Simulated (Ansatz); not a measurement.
`[Cl][GeH]1[CH2][O]1`, one more setting.

```yaml
crystal:
  periodic: [false, false, false]
  atoms:
    - {symbol: Cl, position_ang: [-2.578169, 0.083510, -0.235320]}
    - {symbol: Ge, position_ang: [-0.496962, 0.353667, -0.608964]}
    - {symbol: C, position_ang: [0.762941, -0.164430, 0.699459]}
    - {symbol: O, position_ang: [0.472990, -1.147661, -0.310186]}
    - {symbol: H, position_ang: [-0.273498, 0.987509, -1.972303]}
    - {symbol: H, position_ang: [1.779955, 0.226291, 0.685756]}
    - {symbol: H, position_ang: [0.393944, -0.406885, 1.695756]}
basis:
  gaussian: {orbitals: def2-TZVPP}
hamiltonian: {xc: {name: r2SCAN50}, dispersion: d3bjatm}
scf: {lower_state_search: light}
output: {forces: true}
```

```sh
$ ansatz run in.yaml --threads 2 --pin off --events-out ev --progress --plain --max-ram 4352MiB
```

Output, abridged:

```
Functional definition: r2SCAN50
1379 factors; their error is unknown
mean field evaluation 1: about -72165.1960 eV, gradient 4.8e1 eV
mean field evaluation 2: about -72158.9094 eV, gradient 7.5e1 eV
mean field evaluation 4: about -72169.9255 eV, gradient 3.7e0 eV
mean field evaluation 8: about -72169.9524 eV, gradient 3.8e-2 eV
mean field evaluation 16: about -72170.5848 eV, gradient 8.0e-5 eV
mean field -72170.58480155 eV, -2652.2200724776 hartree, gradient 5.9e-6 eV, S^2 0.000000; 0 other end points of the search recorded, 0 dependent functions left out
reference -72170.58480740 eV, -2652.2200726926 hartree; 33, 33 occupied and 161, 161 virtual orbitals, 1379 factors
Total energy: -72170.63606557 eV, -2652.2219563956 hartree
Atom 0 at    -2.578169     0.083510    -0.235320 Å, force     0.381993     0.050816    -0.065113 eV/Å
Atom 1 at    -0.496962     0.353667    -0.608964 Å, force     0.251452    -0.570256     0.137332 eV/Å
Atom 2 at     0.762941    -0.164430     0.699459 Å, force    -0.109545    -0.119080    -0.211705 eV/Å
Atom 3 at     0.472990    -1.147661    -0.310186 Å, force    -0.237809     0.835540     0.267001 eV/Å
Atom 4 at    -0.273498     0.987509    -1.972303 Å, force    -0.051162    -0.095327     0.252711 eV/Å
Atom 5 at     1.779955     0.226291     0.685756 Å, force    -0.360485    -0.154518    -0.017856 eV/Å
Atom 6 at     0.393944    -0.406885     1.695756 Å, force     0.125556     0.052825    -0.362369 eV/Å
Dipole moment:     0.184619     0.495766     0.001769 e Å
```

Hardware: 2 threads of an AMD EPYC 9R45 on a shared host. Wall time 3 s, peak host memory 0.56 GiB.
